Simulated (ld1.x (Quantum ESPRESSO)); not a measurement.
What one change does to a pseudopotential (silver (Ag), TM)

Ag (Z = 47), norm-conserving Troullier–Martins (Kleinman–Bylander form), made with ld1.x (Quantum ESPRESSO) 7.5 (PBE, scalar-relativistic). Core [Kr], reference 4d10 5s1 5p0. Waves: 5s (bound): rc 2.65 bohr; 5p (bound, empty): rc 2.70 bohr; 4d (bound): rc 1.95 bohr. Local part: all-electron potential smoothed inside 1.90 bohr (lloc = -2). Core correction: none.

All-electron outer shells of the reference configuration (PBE, scalar-relativistic, ld1.x):

```tsv
shell	level (eV)	outermost node (bohr)	outermost maximum (bohr)
4s	-95.05	0.44	0.82
4p	-58.57	0.44	0.87
4d	-7.44	0.43	1.04
5s	-4.40	1.11	2.49
5p	-0.74	1.25	3.86
```

Change: local potential all-electron potential smoothed inside 2.18 bohr (lloc = -2).

Cutoffs: the cutoffs (Ry, on a coarse ladder) from which the occupation-weighted sum of valence levels, in a spherical-Bessel basis at the reference potential, stays within 10 and 1 mRy of its value at 400 Ry; they do not see the model core or the augmentation charge, which bear on the density cutoff. Errors are all-electron minus pseudo energies relative to the spin-unpolarised reference configuration.

**Question.** How do hardness, ghosts and transferability respond?

**Answer.** The potential gets neither clearly harder nor softer (55 Ry and 90 Ry → 55 Ry and 90 Ry); of the 7 tests that both files solve, the error grows in 5 and shrinks in 0 by more than 15 % and 0.3 meV (median size 40.2 → 58.9 meV); neither file shows a bound ghost.

```tsv
quantity	base	changed
cutoff, loose	55 Ry	55 Ry
cutoff, tight	90 Ry	90 Ry
bound ghosts	none	none
error for 4d10 5s0 5p0, meV [ΔE 7.76 eV]	+6.5	+6.4
error for 4d9 5s0 5p0, meV [ΔE 29.87 eV]	+3.8	-14
error for 4d8 5s0 5p0, meV [ΔE 66.06 eV]	-159	-239
error for 4d10 5s0 5p1, meV [ΔE 3.87 eV]	+2.1	+2.0
error for 4d9 5s2 5p0, meV [ΔE 4.08 eV]	-40	-59
error for 4d9 5s1 5p1, meV [ΔE 8.57 eV]	-45	-66
error for 4d7 5s0 5p0, meV [ΔE 117.78 eV]	-572	-756
s: phases at 2.95 bohr within 0.05 rad from the reference energy up to (Ry; the scan ends near 5)	0.9	1.3
p: phases at 2.95 bohr within 0.05 rad from the reference energy up to (Ry; the scan ends near 5)	1.7	1.9
d: phases at 2.95 bohr within 0.05 rad from the reference energy up to (Ry; the scan ends near 5)	1.2	1.0
```
